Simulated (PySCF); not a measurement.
**Structure from 2D NMR**

Compound of formula C6H11NOSi. Correlations simulated from computed shifts and the bond graph:

HSQC (one-bond C–H):
```csv
δH,δC
7.77,152.0
7.37,152.0
6.04,133.4
5.74,133.4
5.27,96.1
4.61,79.9
4.50,79.9
1.80,21.0
0.80,21.0
```

COSY cross peaks (H two or three bonds apart, from the bond graph; peaks can be absent where the dihedral angle is near 90°):
```csv
δH,δH
7.77,7.37
6.04,5.74
5.27,1.80
5.27,0.80
4.69,4.46
4.69,1.80
4.69,0.80
4.61,4.50
4.46,1.80
4.46,0.80
1.80,0.80
```

HMBC (two and three bonds, from the bond graph):
```csv
δH,δC
7.77,96.1
7.37,96.1
6.04,"149.4, 79.9"
5.74,"149.4, 79.9"
5.27,"152.0, 79.9, 21.0"
4.69,"149.4, 133.4, 96.1, 79.9, 21.0"
4.61,"149.4, 133.4, 96.1"
4.50,"149.4, 133.4, 96.1"
4.46,"149.4, 133.4, 96.1, 79.9, 21.0"
1.80,"149.4, 96.1"
0.80,"149.4, 96.1"
```

Carbons without hydrogens: δ 149.4.

One conformer, relativity neglected, no solvent model. GIAO PBE0/pcSseg-1 shieldings; geometry: GFN2-xTB; PySCF 2.14.0 with density-fitted response routines.

Chemical shifts δ = σref − σ; 1H (σ = 31.72 ppm), 13C (σ = 186.93 ppm) against TMS, all at this level.

Exchangeable hydrogens are left out of these lists.

Task: Work out the connectivity.

Result: SMILES C=N[C@@H]1C[SiH2]C(=C)CO1.

Structure with atom numbers: `[CH2:1]=[N:2][C@@H:3]1[CH2:4][SiH2:5][C:6](=[CH2:7])[CH2:8][O:9]1`; H(Xn) means a hydrogen on atom n. Ha(C1) is cis to C3; Ha(C4), Ha(Si5), Ha(C8) are cis to N2 on the ring; Ha(C7) is cis to Si5; Hb(C1) is trans to C3; Hb(C4), Hb(Si5), Hb(C8) are trans to N2 on the ring; Hb(C7) is trans to Si5.

- δC 152.0 is C1, a C=N carbon (δH 7.77, 7.37).
- δC 149.4 is C6, a fully substituted alkene carbon.
- δC 133.4 is C7, a terminal =CH2 carbon (δH 5.74, 6.04).
- δC 96.1 is C3, an sp3 CH bonded to N and O (δH 5.27).
- δC 79.9 is C8, an allylic sp3 CH2 bonded to O (δH 4.50, 4.61).
- δC 21.0 is C4, an sp3 CH2 bonded to Si (δH 0.80, 1.80).
- HMBC from δH 6.04 reaches the proton-free carbon C6.
- HMBC from δH 5.74 reaches the proton-free carbon C6.
- HMBC from δH 4.69 reaches the proton-free carbon C6.
- HMBC from δH 4.61 reaches the proton-free carbon C6.
- COSY links 7.77–7.37, 6.04–5.74, 5.27–1.80, 5.27–0.80, 4.69–4.46, 4.69–1.80.

The shifts were computed for this structure.

Shifts are as computed. Against solution values, carbons near 30 ppm lie about +3 ppm off and those near 130 ppm about +5 ppm. Of 1309 compounds with measured shifts, 239 miss one by over three times the rms of a fit or turn the order of signals round; such compounds aren't used in these exercises.
